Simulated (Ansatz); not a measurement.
Reaction (atomization): `C[SiH](C)[NH][AlH2]` → Al• + 2 C• + 10 H• + N• + Si•

Computed with Ansatz on PBE0-D4/def2-TZVP structures; ΔE is electronic, products minus reactants. CCSD(T)/CBS is the MP2 limit (def2-TZVPP, def2-QZVPP) plus CCSD(T) − MP2 in def2-TZVPP, frozen cores. This one scheme is used for every species, atoms too. Functionals use def2-TZVPP. Open shells (•) are unrestricted, without spin–orbit coupling. Spin–orbit coupling would lower the free atoms: a little for Al, C, Si. One conformer a species, not always the lowest.

`C[SiH](C)[NH][AlH2]`:

```xyz
15

C    -0.253    1.010    1.744
Si    0.075    0.461   -0.014
C     1.911    0.558   -0.358
N    -0.546   -1.130   -0.309
Al   -1.764   -1.675   -1.486
H     0.246    0.349    2.460
H     0.118    2.024    1.915
H    -1.323    0.998    1.966
H    -0.655    1.355   -0.958
H     2.469   -0.113    0.301
H     2.288    1.571   -0.196
H     2.131    0.275   -1.390
H    -0.148   -1.853    0.279
H    -2.118   -3.221   -1.510
H    -2.431   -0.608   -2.443
```

CCSD(T)/CBS gives +5260.8 kJ/mol.

(1) Another level gave +5130.9 kJ/mol. Which?
A. MP2/def2-TZVPP
B. PBE-D4/def2-TZVPP
C. PBE0/def2-TZVPP
D. CCSD(T)/def2-TZVPP

Largest T1 diagnostic among the species: 0.018.

Results:

(1) D. CCSD(T)/def2-TZVPP 5130.9, MP2/def2-TZVPP 5153.0, PBE0 5201.4, PBE-D4 5270.3 kJ/mol.

In def2-TZVPP, CCSD(T) changes the Hartree–Fock value by +1184.1 kJ/mol (the triples alone add +55.7 kJ/mol) and MP2 by +1206.2 kJ/mol; breaking electron pairs costs correlation energy, which Hartree–Fock lacks. The D4 term adds +50.9 kJ/mol with B3LYP and +27.2 kJ/mol with PBE0; it sums over pairs of atoms, weighted by their polarisabilities, and B3LYP, whose exchange is more repulsive, gets the larger term. From PBE to PBE0 (25 % exact exchange), in def2-TZVPP and without D4, ΔE moves by −37.1 kJ/mol: exact exchange takes away binding that semilocal exchange gives to molecules.

B3LYP here is the variant with VWN-RPA as its local correlation; programs differ in this.

For atomizations the MP2-based limit and the directly extrapolated one differ by several kJ/mol either way, and by 10 to 25 for some Ge, Se and Sn compounds, so smaller differences from it don't rank the levels.
